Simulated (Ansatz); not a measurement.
# Two structures, one formula

Two relaxed structures of CH$_{2}$InO, doublet (PBE0-D4/def2-TZVP; forces vanish, vibrations not checked).

A:

```
5
angstrom
O -0.3487 -1.0761 -0.1665
C 0.2856 0.1225 -0.2069
In 0.0076 2.1000 0.7840
H -1.0896 -1.0304 0.4438
H 1.1185 0.0166 -0.9146
```

B:

O1  (-1.628, -0.436, -0.344)
C2  (-0.583, -0.656, 0.196)
In3  (0.866, 1.086, 0.466)
H4  (-0.382, -1.658, 0.651)
H5  (1.728, 1.664, -0.968)
(Å)

Program: Ansatz 0.2.0. Basis: def2-TZVPP. Cores are frozen in the correlated methods; orbitals are unrestricted. Filled d shells of the heavier atoms are correlated. Core potentials replace the inner electrons of the atoms past krypton. The def2 sets are not built for correlating such inner shells, so the correlated values are less sure here. B3LYP uses VWN-RPA correlation.

**Question.** Which structure is lower at CCSD(T), and by how much? (To be estimated.)

**Answer.** Computed: A, by 0.287 eV (electronic energy, against the other). By their contacts, A is CH₂InO ([OH][CH][In]) and B is CH₂InO ([O][CH][InH]).

All methods give the same order:

| method | E(B) − E(A) (eV) |
| --- | --- |
| PBE-D4 | 0.227 |
| r2SCAN-D4 | 0.225 |
| PBE0-D4 | 0.330 |
| B3LYP-D4 | 0.309 |
| wB97M-V | 0.266 |
| HF | 0.284 |
| MP2 | 0.350 |
| CCSD | 0.342 |
| CCSD(T) | 0.287 |

The T1 diagnostic stays at or below 0.025. ⟨S²⟩ of the unrestricted Hartree–Fock references: 0.77 to 0.79 (a pure state has 0.75).

Labels in which every atom is bracketed show which atoms are joined, not bond orders.

For scale, one of the runs: CCSD(T)/def2-TZVPP, 140 basis functions, launched by `ansatz run in.yaml --threads 2 --pin off --events-out ev --progress --plain --max-ram 4352MiB`. Time: 2.2 min of wall clock on 2 CPU threads of an Arm Neoverse V1; the host was shared. Peak host memory: 2.2 GiB.
